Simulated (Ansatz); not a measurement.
Program: Ansatz 0.2.0.

A structure relaxed at PBE0-D4/def2-TZVP, charge 0, multiplicity 1:

```tsv
atom	x (Å)	y (Å)	z (Å)
C1	0.850	0.376	-0.752
C2	1.249	0.169	0.509
Sn3	-0.701	-0.429	1.128
C4	-0.613	0.091	-0.986
H5	1.503	0.718	-1.557
H6	2.254	0.312	0.888
H7	-1.579	0.583	2.191
H8	-0.966	-2.062	1.565
H9	-1.194	0.963	-1.295
H10	-0.803	-0.720	-1.693
```

**Question.** Give its formula and SMILES.

**Answer.** C3H6Sn, `C1=[CH][SnH2][CH2]1`.

**Question.** Point group (tolerance 0.08 Å, 0.16 Å for H)?

**Answer.** Cs.

**Question.** Summarise the bond lengths by kind.

**Answer.** 2 × C–C 1.338 to 1.509 Å; 4 × C–H 1.084 to 1.092 Å; 2 × C–Sn 2.131 to 2.179 Å; 2 × H–Sn 1.711 Å.
